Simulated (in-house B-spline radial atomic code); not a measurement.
What moves the levels of neutral carbon ([He] 2s2 2p2)? Level of theory: Dirac-Hartree-Fock, average of configuration, Fermi nucleus of rms radius 2.4702 fm; calculated with a B-spline radial code for spherical atoms.

Baseline run (computed): total energy -37.6760 hartree, 1s1/2 at -11.3436 hartree, 2p3/2 at -11.065 eV with <r> = 1.743 bohr.

Scaling the speed of light c (a factor of 100 is close to the non-relativistic limit):

```json
{"c/c0": "0.95", "ΔE (hartree)": "-0.0017677", "2p3/2 level (eV)": "-11.0645", "2p3/2 <r> (bohr)": "1.743"}
{"c/c0": "0.98", "ΔE (hartree)": "-0.00067465", "2p3/2 level (eV)": "-11.065", "2p3/2 <r> (bohr)": "1.743"}
{"c/c0": "1.02", "ΔE (hartree)": "0.00063531", "2p3/2 level (eV)": "-11.0656", "2p3/2 <r> (bohr)": "1.743"}
{"c/c0": "3", "ΔE (hartree)": "0.014531", "2p3/2 level (eV)": "-11.0715", "2p3/2 <r> (bohr)": "1.743"}
{"c/c0": "100", "ΔE (hartree)": "0.016345", "2p3/2 level (eV)": "-11.0723", "2p3/2 <r> (bohr)": "1.743"}
```

Task: The nuclear charge is raised by 0.1. What does the Hellmann-Feynman theorem predict for the energy, and what is found?

Result: dE/dZ ≈ -Σ<1/r>, which is -14.6892 at the start and -14.9924 at the end; their mean times 0.1 is -1.4841 hartree, and the two runs differ by -1.4841 hartree.
